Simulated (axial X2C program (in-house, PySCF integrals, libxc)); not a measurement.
**Ω levels of OPmO⁻ from open-shell CI on f(δφ)4 f(π)0**

Computed with an axial X2C code built on PySCF integrals: two-component X2C with atomic mean-field Coulomb and Gaunt terms, basis O dyall-v3z, Pm dyall-v3z (cores contracted in-house). Orbitals come from Hartree–Fock averaged over the configuration Pm f(δφ)4 f(π)0; CI then distributes these electrons over the f(δφ), f(π) shells of Pm.

O–Pm–O held linear, both bonds 2.023 Å (near the minimum of the configuration average).

Active spinors (ω > 0):

```
shell    ω  ε (eV)          character
f(δφ)  3/2    3.00           99% Pm f
f(δφ)  5/2    3.54          100% Pm f
f(δφ)  7/2    4.57          100% Pm f
f(δφ)  5/2    5.06          100% Pm f
 f(π)  1/2   10.56  86% Pm f, 9% Pm p
 f(π)  3/2   10.58  85% Pm f, 9% Pm p
```

Lowest levels of this model:

| Ω | energy (cm⁻¹) | g∥ | configuration |
| --- | --- | --- | --- |
| 5 | 0 | 13.73 | 100% f(δφ)4 |
| 0 | 7585 | 0.00 | 100% f(δφ)4 |
| 1 | 9464 | 3.06 | 100% f(δφ)4 |
| 10 | 10796 | 21.75 | 100% f(δφ)4 |
| 6 | 11470 | 13.91 | 100% f(δφ)4 |
| 4 | 11473 | 9.72 | 100% f(δφ)4 |
| 5 | 13741 | 11.69 | 100% f(δφ)4 |
| 0 | 14102 | 0.00 | 100% f(δφ)4 |
| 2 | 14465 | 5.86 | 100% f(δφ)4 |
| 0 | 16845 | 0.00 | 100% f(δφ)4 |
| 5 | 16953 | 9.98 | 100% f(δφ)4 |
| 1 | 17416 | 1.04 | 100% f(δφ)4 |
| 4 | 19508 | 7.99 | 100% f(δφ)4 |
| 1 | 19712 | 2.32 | 100% f(δφ)4 |
| 6 | 20328 | 12.08 | 100% f(δφ)4 |
| 2 | 22550 | 4.48 | 100% f(δφ)4 |
| 0 | 23004 | 0.00 | 100% f(δφ)4 |
| 7 | 23132 | 14.25 | 100% f(δφ)4 |
| 3 | 24936 | 5.75 | 100% f(δφ)4 |
| 0 | 25289 | 0.00 | 100% f(δφ)4 |
| 2 | 25706 | 2.48 | 100% f(δφ)4 |
| 4 | 25803 | 9.53 | 100% f(δφ)4 |
| 1 | 26419 | 2.42 | 100% f(δφ)4 |

g∥ is the magnitude of 2⟨Lz + ge Sz⟩ for the +Ω component.

Q: From Ω and g∥ of the lowest level, whose 2⟨Lz + ge Sz⟩ is positive, find ⟨Sz⟩ and ⟨Lz⟩ (ge = 2.0023).

A: Ω = ⟨Lz⟩ + ⟨Sz⟩ = 5 and ⟨Lz⟩ + ge⟨Sz⟩ = 6.865, so ⟨Sz⟩ = 1.86 and ⟨Lz⟩ = 3.14.

Occupations of the active spinors in the lowest level by ω, shell by shell in order of energy: -7/2: 0.00; -5/2: 0.09 0.91; -3/2: 0.00 0.00; -1/2: 0.00; 1/2: 0.00; 3/2: 1.00 0.00; 5/2: 0.99 0.02; 7/2: 1.00. The leading determinant has weight 0.90 among 24.

This point took 2.8 s on 1 thread of Arm Neoverse V1 (shared host).

There is no dynamic correlation: spin–orbit spacings and, for f shells, spacings inside one term are the most reliable numbers, splittings between terms come out too wide, and energies between configurations are not reliable, so the lowest level need not be the ground state of the molecule. At most 6 roots were kept for each Ω > 0 (twice that for Ω = 0) within 3.5 eV of the lowest, so higher up levels can be missing between those listed; levels with Ω > 0 are doubly degenerate and listed once, Ω = 0 levels singly. States that fill the shells left empty in the average are placed too high. For an anion, levels above electron detachment are held by the basis set. The molecule was held linear; bending was not examined.
